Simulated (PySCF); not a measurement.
Gas-phase reaction: SiF₄.NH₃ → SiN + 3 H + 2 F₂

Energies from PySCF, thermal terms from the rigid-rotor harmonic-oscillator model, ideal gas at 1 bar. † marks an energy on the PBE0/def2-TZVP geometry and frequencies; other levels use their own. 6-31G* has spherical d functions here. Open shells (unrestricted): SiN (multiplicity 2), H (multiplicity 2); the rest are closed-shell singlets. B3LYP is the form with VWN-RPA correlation. Adducts (SiF₄.NH₃) have no counterpoise correction, and HF, PBE, BLYP, B3LYP and PBE0 lack dispersion. SiF₄.NH₃: computed as isolated molecules; such fragments, hydroxides, amides, oligomers or adducts are transient or little studied in the gas. The harmonic model lacks anharmonicity and excited electronic states, which grow with temperature; levels with a mode under 35 cm⁻¹ are left out. Internal rotation in SiF₄.NH₃ is treated as a harmonic vibration of one conformer, which makes the entropy rough.

ΔH° and ΔS° at 298 K: B3LYP/6-31G* 2691 kJ, 624 J/K; PBE/def2-TZVP† 2649 kJ, 624 J/K; PBE0/def2-SVP† 2723 kJ, 624 J/K; r2SCAN/def2-TZVP† 2786 kJ, 624 J/K; ωB97M-V/def2-TZVP† 2807 kJ, 624 J/K.

**Question.** With the heat capacities included, give log10 K (1 bar) at 500, 600, 1600, 1800, 2500 K from B3LYP/6-31G*, PBE/def2-TZVP†, PBE0/def2-SVP†, r2SCAN/def2-TZVP†, ωB97M-V/def2-TZVP†.

**Answer.** 
```json
[
 {"T (K)": "500", "B3LYP/6-31G*": "-248.3", "PBE/def2-TZVP†": "-243.9", "PBE0/def2-SVP†": "-251.7", "r2SCAN/def2-TZVP†": "-258.2", "ωB97M-V/def2-TZVP†": "-260.4"},
 {"T (K)": "600", "B3LYP/6-31G*": "-201.4", "PBE/def2-TZVP†": "-197.7", "PBE0/def2-SVP†": "-204.2", "r2SCAN/def2-TZVP†": "-209.6", "ωB97M-V/def2-TZVP†": "-211.4"},
 {"T (K)": "1600", "B3LYP/6-31G*": "-54.5", "PBE/def2-TZVP†": "-53.1", "PBE0/def2-SVP†": "-55.5", "r2SCAN/def2-TZVP†": "-57.6", "ωB97M-V/def2-TZVP†": "-58.3"},
 {"T (K)": "1800", "B3LYP/6-31G*": "-44.7", "PBE/def2-TZVP†": "-43.5", "PBE0/def2-SVP†": "-45.7", "r2SCAN/def2-TZVP†": "-47.5", "ωB97M-V/def2-TZVP†": "-48.1"},
 {"T (K)": "2500", "B3LYP/6-31G*": "-22.9", "PBE/def2-TZVP†": "-22.0", "PBE0/def2-SVP†": "-23.6", "r2SCAN/def2-TZVP†": "-24.9", "ωB97M-V/def2-TZVP†": "-25.3"}
]
```
